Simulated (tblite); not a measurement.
Compound: C7H11N.
Z-matrix (Å and degrees, GFN2-xTB geometry), rows numbered from 1:
```
C 
C   1  1.3290
C   2  1.4792  1  124.46
C   3  1.5076  2  120.54  1   -42.62
C   4  1.4914  3   60.25  2   110.63
C   2  1.4856  1  119.77  3  -178.45
C   6  1.4882  2  120.78  1   128.96
N   7  1.4407  6   59.26  2   106.61
H   1  1.0768  2  121.55  3   179.65
H   1  1.0753  2  122.42  3    -0.15
H   3  1.0818  2  112.57  1   172.63
H   4  1.0797  3  118.28  5   108.76
H   4  1.0795  3  117.39  5  -108.50
H   5  1.0795  3  117.64  4  -108.77
H   5  1.0786  3  118.12  4   108.71
H   6  1.0885  2  113.73  1   -16.69
H   7  1.0813  6  118.57  8  -103.12
H   7  1.0843  6  118.76  8   109.89
H   8  1.0146  6  114.16  7  -106.24
```

Method: GFN2-xTB as coded in tblite; computed harmonic values from a numerical Hessian at the method's own geometry, unscaled. Errors from tens to a few hundred cm⁻¹ against measured bands are possible. One conformer, not necessarily the lowest.

Harmonic wavenumbers (cm⁻¹): 54.8, 86.3, 181.1, 221.7, 286.5, 305.8, 425.4, 510.6, 621.5, 708.9, 743.4, 807.9, 865.4, 870.0, 882.1, 916.2, 935.8, 960.4, 971.4, 1005.3, 1030.7, 1061.5, 1066.4, 1067.4, 1070.4, 1091.0, 1107.9, 1123.1, 1158.3, 1216.8, 1236.8, 1268.7, 1282.8, 1373.4, 1402.8, 1429.6, 1438.4, 1470.1, 1489.1, 1697.5, 2976.7, 3026.0, 3070.8, 3072.4, 3084.7, 3088.2, 3095.1, 3109.7, 3111.9, 3136.5, 3370.9.

A = 3678, B = 1481, C = 1252 MHz; mass 109.089 u (most abundant isotopes); point group C1, symmetry number 1.

Question: What is the zero-point energy?

Answer: Half the sum of the wavenumbers: 35793 cm⁻¹ = 102.34 kcal/mol.

Question: What is S at 200 K and 1 bar for an ideal gas of classical rigid rotors and harmonic oscillators?

Answer: Translation 38.02, rotation 27.06, vibration 12.50: S = 77.6 cal/(mol K).

Question: And Cp and H(200 K) − H(0)?

Answer: Cp = 22.38 cal/(mol K), of which vibrations give 14.43 (their classical limit is 51 R = 101.3); H(200 K) − H(0) = 2.97 kcal/mol without the zero-point energy, 1.38 from vibrations.

Question: Which modes carry the vibrational entropy at 200 K?

Answer: 54.8 cm⁻¹: 3.85; 86.3 cm⁻¹: 2.97; 181.1 cm⁻¹: 1.60; 221.7 cm⁻¹: 1.26; 286.5 cm⁻¹: 0.87; 305.8 cm⁻¹: 0.78 cal/(mol K); the other 45 give 1.18 together.

Question: How do the functions run with temperature in this model?

Answer: 
```json
{"T (K)": "50", "S (cal/(mol K))": "56.1", "Cp (cal/(mol K))": "11.3", "H − H(0) (kcal/mol)": "0.46", "G − H(0) (kcal/mol)": "-2.34", "ln q(vib)": "0.33"}
{"T (K)": "100", "S (cal/(mol K))": "65.0", "Cp (cal/(mol K))": "15.0", "H − H(0) (kcal/mol)": "1.12", "G − H(0) (kcal/mol)": "-5.38", "ln q(vib)": "1.10"}
{"T (K)": "298.15", "S (cal/(mol K))": "88.3", "Cp (cal/(mol K))": "32.4", "H − H(0) (kcal/mol)": "5.65", "G − H(0) (kcal/mol)": "-20.68", "ln q(vib)": "4.56"}
{"T (K)": "373.15", "S (cal/(mol K))": "96.5", "Cp (cal/(mol K))": "40.7", "H − H(0) (kcal/mol)": "8.39", "G − H(0) (kcal/mol)": "-27.61", "ln q(vib)": "5.99"}
{"T (K)": "500", "S (cal/(mol K))": "110.2", "Cp (cal/(mol K))": "53.0", "H − H(0) (kcal/mol)": "14.37", "G − H(0) (kcal/mol)": "-40.72", "ln q(vib)": "8.57"}
{"T (K)": "750", "S (cal/(mol K))": "135.1", "Cp (cal/(mol K))": "69.6", "H − H(0) (kcal/mol)": "29.87", "G − H(0) (kcal/mol)": "-71.45", "ln q(vib)": "13.91"}
{"T (K)": "1000", "S (cal/(mol K))": "156.7", "Cp (cal/(mol K))": "80.2", "H − H(0) (kcal/mol)": "48.69", "G − H(0) (kcal/mol)": "-107.99", "ln q(vib)": "19.16"}
```

q(vib) and H(0) count from the zero-point level.

Question: What must be added to the electronic energy to get the Gibbs energy at 200 K and 1 bar?

Answer: ZPE + [H(200 K) − H(0)] − T·S = 102.34 + 2.97 − 15.51 = 89.80 kcal/mol.

Hindered rotation and anharmonicity are outside this model. Other conformers, if any are populated, would add a mixing term that is left out. The structure is chiral; the term R ln 2 for an equal mix with its mirror image is left out.

The run took 0.63 s of wall time on Arm Neoverse V1, one thread, shared host with 32 logical CPUs at a one-minute load of 30. The figure is for the frequency step alone.
